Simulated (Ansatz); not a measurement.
`SB[SiH2][SeH]` → `[BH]S`• + `[SiH2][SeH]`•  (homolysis of the B–Si bond)

Isolated molecules relaxed with PBE0-D4/def2-TZVP in Ansatz; ΔE leaves out vibrations. CCSD(T)/CBS is the MP2 limit (def2-TZVPP, def2-QZVPP) plus CCSD(T) − MP2 in def2-TZVPP, frozen cores. This one scheme is used for every species. Functionals use def2-TZVPP. No spin–orbit coupling; open shells (•) take unrestricted orbitals. For Se outer-core shells are correlated without core-valence functions, which leaves a few kJ/mol of doubt a bond. Scalar relativity is left out up to krypton. One conformer a species, not always the lowest.

| species | PBE0 energy (Eh) |
| --- | --- |
| `SB[SiH2][SeH]` | -3116.57997 |
| `[BH]S`• | -424.02463 |
| `[SiH2][SeH]`• | -2692.42241 |

Problem. Work out ΔE.

Solution. ΔE = (-424.02463) + (-2692.42241) − (-3116.57997) = 0.13293 Eh = +349.0 kJ/mol. CCSD(T)/CBS gives +374.9 kJ/mol.

Largest T1 diagnostic among the species: 0.018.

In def2-TZVPP, CCSD(T) changes the Hartree–Fock value by +97.1 kJ/mol (the triples alone add +7.7 kJ/mol) and MP2 by +104.5 kJ/mol; breaking electron pairs costs correlation energy, which Hartree–Fock lacks. The D4 term adds +16.5 kJ/mol with B3LYP and +9.1 kJ/mol with PBE0; it sums over pairs of atoms, weighted by their polarisabilities, and B3LYP, whose exchange is more repulsive, gets the larger term.

B3LYP here is the variant with VWN-RPA as its local correlation; programs differ in this.
